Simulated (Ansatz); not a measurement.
`[OH][In]([Cl])[Br]` + H–F → `[OH][In]([F])[Br]` + HCl at 400 K and 1 bar (ligand exchange at the In–Cl bond).

Computed with Ansatz on PBE0-D4/def2-TZVP structures; ΔE is electronic, products minus reactants. CCSD(T)/CBS adds triple-zeta CCSD(T) − MP2 to the extrapolated MP2 energy (def2 sets, frozen cores). This one scheme is used for every species. def2 core potentials past Kr. For Br, In outer-core shells are correlated without core-valence functions, which leaves a few kJ/mol of doubt a bond. Scalar relativity is left out up to krypton. One conformer a species, not always the lowest.

| species | CCSD(T)/CBS energy (Eh) | H − E (kJ/mol) | S (J/(mol·K)) |
| --- | --- | --- | --- |
| `[OH][In]([Cl])[Br]` | -3298.81138 | 67.8 | 389.1 |
| H–F | -100.39570 | 36.5 | 182.2 |
| `[OH][In]([F])[Br]` | -2938.80145 | 68.6 | 378.3 |
| HCl | -460.38127 | 29.6 | 195.4 |

H − E and S are ideal-gas, rigid-rotor, harmonic terms from PBE0-D4/def2-TZVP, for one conformer and one mirror image of each species. 1 Eh = 2625.50 kJ/mol, R = 8.31446 J/(mol·K).

Q: By hand: ΔE, ΔH, ΔS and ΔG.

A: ΔE = (-2938.80145) + (-460.38127) − (-3298.81138) − (-100.39570) = 0.02436 Eh = 64.0 kJ/mol. Δ(H − E) = 68.6 + 29.6 − 67.8 − 36.5 = -6.1, so ΔH = 57.9 kJ/mol. ΔS = 378.3 + 195.4 − 389.1 − 182.2 = 2.4 J/(mol·K). ΔG = 57.9 − 400 × (2.4)/1000 = 56.9 kJ/mol.

Q: By hand: the equilibrium constant, and the temperature at which ΔG would vanish if ΔH and ΔS stayed fixed.

A: log₁₀ K = −ΔG/(RT ln 10) = -7.4. ΔG = 0 at ΔH/ΔS = 24125 K, far beyond where these terms or the molecules hold.

The number of gas molecules stays the same, so ΔS is small and ΔH decides. A doubt of 5 kJ/mol in ΔE shifts log₁₀ K by 0.7 here. Other conformers and mirror images would add mixing entropy, several J/(mol·K) or more a flexible species. These are equilibria of isolated gas molecules and say nothing of rates. Largest T1 diagnostic: 0.014 (customary marks: 0.02 for closed shells, 0.045 for open ones).
